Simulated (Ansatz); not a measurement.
Cost and result up the ladder for Ge(SH)H3 (GeH4S) (6 atoms). Total charge 0; singlet. Geometry: r2SCAN-D4/def2-TZVP.

Cartesian coordinates in Å:
```
Ge -0.006 -0.501 0.242
S 0.759 1.518 -0.299
H -0.298 1.826 -1.069
H 1.073 -1.095 1.148
H -0.189 -1.360 -1.015
H -1.339 -0.388 0.993
```

Ansatz on 4 threads of Intel Xeon Platinum 8259CL on a shared host. Times are rough, and most runs start from the orbitals of an earlier one. r2SCAN0-D4/def2-TZVP serves as the yardstick here, not as an exact answer. Differences are given only for rows in sets of like size (and for xTB, whose basis is part of the method), since another set adds its own error. Binding counts from free atoms at the same level (Ge triplet, S triplet, H doublet; other spins of the atoms weren't run), without zero-point energy or a counterpoise term.

Correlated methods freeze 14 core orbitals; core or outer-core shells of Ge are correlated, in sets that lack core-valence functions.

Correlated methods converge slowly with the basis.

```
                            level  functions  wall time  binding energy per atom (eV)  difference from r2SCAN0-D4/def2-TZVP (eV)
                  PBE-D4/def2-SVP         70     0.45 s                          2.67                                          –
                     HF/def2-TZVP        109     0.65 s                          1.96                                      -0.73
              revPBE-D4/def2-TZVP        109     0.65 s                          2.64                                      -0.06
                 PBE-D4/def2-TZVP        109     0.75 s                          2.68                                      -0.01
               BHLYP-D4/def2-TZVP        109     0.85 s                          2.66                                      -0.04
                    MP2/def2-TZVP        109     0.95 s                          2.57                                      -0.12
               PBE0-D4/def2-TZVPD        136      1.2 s                          2.68                                      -0.02
                PBE0-D4/def2-TZVP        109      1.4 s                          2.67                                      -0.02
             r2SCAN0-D4/def2-TZVP        109      1.4 s                          2.69                                       0.00
             r2SCANh-D4/def2-TZVP        109      1.6 s                          2.71                                       0.01
             r2SCAN-D4/def2-TZVPD        136      1.8 s                          2.72                                       0.03
r2SCAN-D4/def2-TZVP (with forces)        109      2.3 s                          2.72                                       0.03
               CCSD(T)/def2-TZVPD        136        6 s                          2.63                                      -0.06
               CCSD(T)/def2-TZVPP        146      7.5 s                          2.68                                      -0.01
```
